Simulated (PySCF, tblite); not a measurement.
Compound: C₃H₁₃N₂Si₂ (doublet state).
Cartesian coordinates in Å at the GFN2-xTB level; atoms count from 1:
```xyz
20
C3H13N2Si2 angstrom
C     -2.5600   -0.4633    1.2485
N     -1.4780   -0.4350    0.2900
Si    -1.2018    0.9537   -0.7332
C      0.3615    0.6821   -1.6695
C      1.6902    0.9763   -1.1505
Si     2.4197   -0.5825   -0.2627
N      1.4336   -0.7929    1.1192
H     -3.5422   -0.6004    0.7809
H     -2.5711    0.4838    1.7839
H     -2.4053   -1.2703    1.9682
H     -1.3925   -1.3301   -0.1741
H     -2.3100    1.1982   -1.6755
H     -1.1113    2.0599    0.2280
H      0.3289    0.2521   -2.6605
H      1.6638    1.7673   -0.4042
H      2.3893    1.2516   -1.9402
H      2.4581   -1.6768   -1.2488
H      3.7823   -0.2974    0.1968
H      1.6011   -1.5616    1.7465
H      0.4386   -0.6042    1.0355
```

Jobs on this species (20 atoms, 73 electrons) with PySCF (density fitting) and tblite. Hardware of each: one thread, Arm Neoverse V2 (aarch64), on a shared host. The host was shared with other jobs, so the times are rough.

| level and settings | work | basis functions | SCF cycles | wall time |
| --- | --- | --- | --- | --- |
| GFN2-xTB | L-BFGS relaxation | – | – | ? |
| GFN2-xTB | Hessian by finite differences | – | – | 0.75 s |
| UKS B3LYP, pcH-1 on C H N Si, non-relativistic, mean-field spin-orbit, GIAO | unrestricted SCF, g, hyperfine, density and orbital grids written | 325 | 12 | 2.5 min |

Problem. Fill in the missing figures.

Solution. 
- GFN2-xTB; L-BFGS relaxation: 1.5 s

Problem. What do all jobs in the table cost together?

Solution. About 2.5 min; the longest takes about 99 % of that, and about 200 times as long as the shortest.
